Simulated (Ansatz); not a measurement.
`C[NH][SnH2][F]` + H–F → `[F][SnH2][F]` + CH₃NH₂ at 600 K and 1 bar (ligand exchange at the Sn–N bond).

Gas-phase electronic energies from Ansatz, PBE0-D4/def2-TZVP geometries. CCSD(T)/CBS is the MP2 limit (def2-TZVPP, def2-QZVPP) plus CCSD(T) − MP2 in def2-TZVPP, frozen cores. This one scheme is used for every species. def2 core potentials past Kr. For Sn outer-core shells are correlated without core-valence functions, which leaves a few kJ/mol of doubt a bond. One conformer a species, not always the lowest.

```csv
species,CCSD(T)/CBS energy (Eh),H − E (kJ/mol),S (J/(mol·K))
`C[NH][SnH2][F]`,-410.19979,241.2,434.6
H–F,-100.39570,42.3,194.0
`[F][SnH2][F]`,-414.86106,84.2,346.6
CH₃NH₂,-95.75281,199.3,283.8
```

H − E and S are ideal-gas, rigid-rotor, harmonic terms from PBE0-D4/def2-TZVP, for one conformer and one mirror image of each species. 1 Eh = 2625.50 kJ/mol, R = 8.31446 J/(mol·K).

Problem. By hand: ΔE, ΔH, ΔS and ΔG.

Solution. ΔE = (-414.86106) + (-95.75281) − (-410.19979) − (-100.39570) = -0.01838 Eh = -48.3 kJ/mol. Δ(H − E) = 84.2 + 199.3 − 241.2 − 42.3 = 0.0, so ΔH = -48.3 kJ/mol. ΔS = 346.6 + 283.8 − 434.6 − 194.0 = 1.8 J/(mol·K). ΔG = -48.3 − 600 × (1.8)/1000 = -49.4 kJ/mol.

Problem. By hand: the equilibrium constant, and the temperature at which ΔG would vanish if ΔH and ΔS stayed fixed.

Solution. log₁₀ K = −ΔG/(RT ln 10) = 4.3. ΔH and −TΔS have one sign here, so there is no such temperature. One of them is within its doubt of zero, so this could turn.

The number of gas molecules stays the same, so ΔS is small and ΔH decides. A doubt of 5 kJ/mol in ΔE shifts log₁₀ K by 0.4 here. Other conformers and mirror images would add mixing entropy, several J/(mol·K) or more a flexible species. These are equilibria of isolated gas molecules and say nothing of rates. Largest T1 diagnostic: 0.014 (customary marks: 0.02 for closed shells, 0.045 for open ones).
